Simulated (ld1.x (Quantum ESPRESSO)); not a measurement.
## Sr (Z = 38): PAW pseudisation with LDA (PZ), fully relativistic reference atom.

Input for ld1.x (Quantum ESPRESSO) 7.5:

```
&input
   title='Sr', zed=38., rel=2, dft='PZ', iswitch=3,
   config='[Kr] 4d0 5s2 5p0', rel_dist='average',
   nld=5, rlderiv=4.20, eminld=-4.0, emaxld=5.0, deld=0.02
 /
 &inputp
   pseudotype=3, lpaw=.true., tm=.true., lloc=-2, rcloc=3.30,
   nlcc=.true., new_core_ps=.true., rcore=1.70,
   which_augfun='PSQ', rmatch_augfun_nc=.true.,
   file_pseudopw='Sr.UPF', file_wfcaegen='ae.wfc', file_wfcncgen='nc.wfc', file_beta='beta', file_chi='chi', file_wfcusgen='us.wfc'
 /
6
5S  1  0   2.00   0.00  2.95  3.35  0.0
5S  1  0   0.00   3.85  2.95  3.35  0.0
4P  2  1   6.00   0.00  2.10  2.25  0.0
5P  3  1   0.00   0.00  2.10  2.25  0.0
4D  3  2   0.00   0.00  3.30  3.85  0.0
4D  3  2   0.00   2.65  3.30  3.85  0.0
 &test
   configts(1)='4p6 4d0 5s2 5p0'
 /
```

Command:

```bash
ld1.x < Sr.in > Sr.out
```

Output (shortened: banner, matrices, multipoles, cross overlaps and the repeated all-electron block are left out):

```
[... start of the log left out ...]

     ------------------- End of pseudopotential generation -------------------

     Computing logarithmic derivative in   4.18365

       Warning: n=1, l=0 expected 0 nodes, found 1
       Setting wfc to zero for this iteration
       (This warning will only be printed once per wavefunction)

       Zero norm: self consistency problem; state:  5 (l=  0, j=0.5)

       Warning: n=2, l=1 expected 0 nodes, found 1
       Setting wfc to zero for this iteration
       (This warning will only be printed once per wavefunction)

       Zero norm: self consistency problem; state:  5 (l=  0, j=0.5)
       Zero norm: self consistency problem; state:  1 (l=  1, j=0.5)
       Zero norm: self consistency problem; state:  2 (l=  1, j=1.5)
       Zero norm: self consistency problem; state:  5 (l=  0, j=0.5)
       Zero norm: self consistency problem; state:  1 (l=  1, j=0.5)
       Zero norm: self consistency problem; state:  2 (l=  1, j=1.5)
       Zero norm: self consistency problem; state:  5 (l=  0, j=0.5)
       Zero norm: self consistency problem; state:  1 (l=  1, j=0.5)
       Zero norm: self consistency problem; state:  2 (l=  1, j=1.5)
       Zero norm: self consistency problem; state:  5 (l=  0, j=0.5)
       Zero norm: self consistency problem; state:  1 (l=  1, j=0.5)
       Zero norm: self consistency problem; state:  2 (l=  1, j=1.5)
       Zero norm: self consistency problem; state:  5 (l=  0, j=0.5)

 %%%%%%%%%%%%%%%%%%%%%%%%%%%%%%%%%%%%%%%%%%%%%%%%%%%%%%%%%%%%%%%%%%%%%%%%%%%%%%
     Error in routine run_pseudo (1):
     Errors in PS-KS equation
 %%%%%%%%%%%%%%%%%%%%%%%%%%%%%%%%%%%%%%%%%%%%%%%%%%%%%%%%%%%%%%%%%%%%%%%%%%%%%%

     stopping ...
```

The run stopped because the pseudo-atom solver did not find the valence states with the expected number of nodes, which is the usual sign of a ghost state.

The run took about 1.1 s on one core of a shared server CPU.
